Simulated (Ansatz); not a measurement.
Basis sets compared for Zn5Cu2. The state is a singlet with charge 0. Geometry B3LYP-D4/def2-SVP. Ansatz on 4 threads of Arm Neoverse N1 on a shared host; times are rough, and most runs start from earlier orbitals.

```xyz
7

Cu   -0.057    0.696    0.475
Cu    0.544   -0.934   -1.121
Zn   -1.922   -1.008   -0.763
Zn   -1.873   -0.292    1.767
Zn   -0.125   -2.087    0.981
Zn    2.093    0.910   -1.603
Zn    1.340    2.715    0.265
```

The structure comes from a short search, and lower isomers may exist.

Binding counts from free atoms (Cu doublet, Zn singlet) in the same basis, without a counterpoise term.

| level | functions | energy (Eh) | HOMO (eV) | LUMO (eV) | binding per atom (eV) | wall time |
| --- | --- | --- | --- | --- | --- | --- |
| LDA (SPW92)/def2-TZVP | 330 | -12158.2280 | -4.82 | -3.35 | 1.19 | 10 s |
| PBE-D4/def2-SVP | 217 | -12174.5231 | -4.29 | -2.82 | 1.18 | 9 s |
| PBE-D4/def2-TZVP | 330 | -12176.3610 | -4.57 | -3.11 | 0.87 | 19 s |
| PBE0-D4/def2-SVP | 217 | -12174.6283 | -4.74 | -2.15 | 0.96 | 25 s |
| PBE0-D4/def2-TZVP (with forces) | 330 | -12176.3982 | -4.96 | -2.40 | 0.73 | 64 s |

Q: Estimate the rows for LDA (SPW92)/def2-TZVPD, PBE-D4/def2-TZVPD, PBE0-D4/def2-TZVPD.

A: 
```
                 level  functions  energy (Eh)  HOMO (eV)  LUMO (eV)  binding per atom (eV)  wall time
LDA (SPW92)/def2-TZVPD        351  -12158.2289      -4.82      -3.36                   1.19       14 s
     PBE-D4/def2-TZVPD        351  -12176.3618      -4.58      -3.12                   0.87       28 s
    PBE0-D4/def2-TZVPD        351  -12176.3987      -4.97      -2.41                   0.73       56 s
```
